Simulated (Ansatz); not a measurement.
C₃H₁₀AlFO, SMILES `C[OH+][Al-]([CH3])([CH3])[F]`. The species carries charge 0 and has multiplicity 1. Geometry: relaxed with PBE0-D4/def2-TZVP. It is one conformer, not always the lowest.

```xyz
16

C     0.415    2.106   -0.355
O    -0.494    1.271    0.365
Al   -0.622   -0.710    0.195
C     0.150   -1.064   -1.574
C     0.209   -1.406    1.820
F    -2.305   -0.545    0.224
H     1.415    1.734   -0.145
H     0.227    2.053   -1.429
H     0.329    3.133    0.000
H    -1.408    1.563    0.256
H     1.219   -0.826   -1.624
H    -0.349   -0.513   -2.377
H     0.063   -2.126   -1.824
H     1.277   -1.165    1.871
H    -0.260   -1.009    2.726
H     0.134   -2.497    1.872
```

**Question.** What is the dipole moment at ωB97M-V/def2-TZVPP? (Estimate.)

**Answer.** Computed: 4.79 D, with components (1.74, 4.39, -0.81) D in this frame, pointing from negative to positive charge.

**Question.** And with PBE, r2SCAN, B3LYP? (An estimate is asked.)

**Answer.** Computed: PBE 4.64 D, r2SCAN 4.74 D, B3LYP 4.79 D.

**Question.** Give the Mulliken charges with ωB97M-V, B3LYP, r2SCAN in def2-TZVPP. (Estimate.)

**Answer.** The calculation gave: 
| atom | ωB97M-V | B3LYP | r2SCAN |
| --- | --- | --- | --- |
| C1 | -0.20 | -0.15 | -0.03 |
| O2 | -0.16 | -0.19 | -0.18 |
| Al3 | 0.64 | 0.65 | 0.64 |
| C4 | -0.57 | -0.49 | -0.42 |
| C5 | -0.55 | -0.47 | -0.41 |
| F6 | -0.40 | -0.41 | -0.41 |
| H7 | 0.14 | 0.12 | 0.08 |
| H8 | 0.15 | 0.14 | 0.10 |
| H9 | 0.15 | 0.13 | 0.09 |
| H10 | 0.21 | 0.21 | 0.22 |
| H11 | 0.10 | 0.07 | 0.05 |
| H12 | 0.10 | 0.07 | 0.05 |
| H13 | 0.11 | 0.09 | 0.06 |
| H14 | 0.09 | 0.07 | 0.05 |
| H15 | 0.10 | 0.08 | 0.05 |
| H16 | 0.10 | 0.08 | 0.06 |

B3LYP here is the variant with VWN-RPA as its local correlation; programs differ in this.
